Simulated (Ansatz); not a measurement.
Computed with Ansatz on PBE0-D4/def2-TZVP structures; ΔE is electronic, products minus reactants. CCSD(T)/CBS adds triple-zeta CCSD(T) − MP2 to the extrapolated MP2 energy (def2 sets, frozen cores). This one scheme is used for every species. For Ge outer-core shells are correlated without core-valence functions, which leaves a few kJ/mol of doubt a bond. Scalar relativity is left out up to krypton. Each species was taken in one conformer, which may not be the lowest.

Consider the β-hydride elimination: `C[O][Ge]([OH])([O]C)[O]C` → `C[O][GeH]([OH])[O]C` + `C=O`.

`C[O][Ge]([OH])([O]C)[O]C`:

Cartesian coordinates in Å:
```
C 1.024 1.892 0.530
O 0.708 0.623 1.068
Ge -0.187 -0.512 0.074
O -0.340 -1.908 1.131
O -1.732 0.125 -0.458
C -2.665 0.556 0.513
O 0.625 -0.875 -1.437
C 1.938 -1.400 -1.399
H 1.580 2.442 1.292
H 1.649 1.813 -0.367
H 0.126 2.464 0.273
H -0.822 -2.625 0.711
H -3.546 0.921 -0.018
H -2.269 1.371 1.129
H -2.971 -0.259 1.177
H 1.978 -2.365 -0.881
H 2.263 -1.547 -2.431
H 2.640 -0.717 -0.908
```

`C[O][GeH]([OH])[O]C`:

Cartesian coordinates in Å:
```
C -1.756 0.530 -1.121
O -0.416 0.945 -0.974
Ge 0.866 -0.260 -0.784
O 2.295 0.730 -0.507
O 0.526 -1.284 0.609
C 0.462 -0.707 1.897
H -2.081 -0.113 -0.295
H -1.916 -0.011 -2.062
H -2.386 1.422 -1.131
H 1.025 -1.211 -1.968
H 2.055 1.657 -0.421
H 0.273 -1.509 2.613
H 1.403 -0.215 2.167
H -0.349 0.026 1.976
```

`C=O`:

```xyz
4

C    -0.003   -0.004    0.001
O     0.716    0.929   -0.205
H    -1.108    0.089   -0.019
H     0.395   -1.015    0.223
```

```
                   species  CCSD(T)/CBS(def2) energy (Eh)
`C[O][Ge]([OH])([O]C)[O]C`                    -2497.05389
     `C[O][GeH]([OH])[O]C`                    -2382.60385
                     `C=O`                     -114.39408
```

Q: Work out ΔE.

A: ΔE = (-2382.60385) + (-114.39408) − (-2497.05389) = 0.05596 Eh = +146.9 kJ/mol.

Largest T1 diagnostic among the species: 0.015.

The D4 term adds +15.9 kJ/mol with B3LYP and +9.1 kJ/mol with PBE0; it sums over pairs of atoms, weighted by their polarisabilities, and B3LYP, whose exchange is more repulsive, gets the larger term. In def2-TZVPP, CCSD(T) changes the Hartree–Fock value by +21.6 kJ/mol (the triples alone add +0.7 kJ/mol) and MP2 by +29.3 kJ/mol.

B3LYP here is the variant with VWN-RPA as its local correlation; programs differ in this.
